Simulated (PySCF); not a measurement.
Zn(OH)(OSiH3) (H4O2SiZn), SMILES [OH][Zn][O][SiH3].

The structure is a stationary point at PBE0-D3(BJ)/def2-SVP. The structure was generated by enumeration; whether it is a known compound was not checked. Other conformers were not sampled.

The numbers are results of PBE0-D3(BJ)/def2-SVP in PySCF 2.14.0, not measurements.

Frequencies are harmonic and unscaled.

```tsv
mode	ν (cm⁻¹)	IR (km/mol)	moving atoms (share of kinetic energy)
1	29	40.1	H 76 %, O 21 %
2	45	76.6	H 64 %, O 30 %
3	72	3.3	O 44 %, H 24 %, Si 23 %, Zn 9 %
4	151	27.0	O 57 %, Zn 34 %, H 8 %
5	166	10.4	O 42 %, Zn 35 %, H 13 %, Si 10 %
6	475	1.8	O 53 %, Si 27 %, Zn 11 %, H 9 %
7	709	95.3	O 62 %, Zn 21 %, H 15 %
8	730	66.6	H 83 %, Si 9 %
9	741	85.5	H 79 %, O 11 %, Si 10 %
10	774	35.1	H 81 %, O 11 %
11	946	88.5	H 96 %
12	953	87.4	H 96 %
13	1014	310.7	H 91 %, Si 9 %
14	1050	401.7	O 77 %, Si 18 %
15	2185	198.0	H 96 %
16	2196	136.8	H 97 %
17	2230	145.8	H 97 %
18	3915	59.4	H 94 %
```
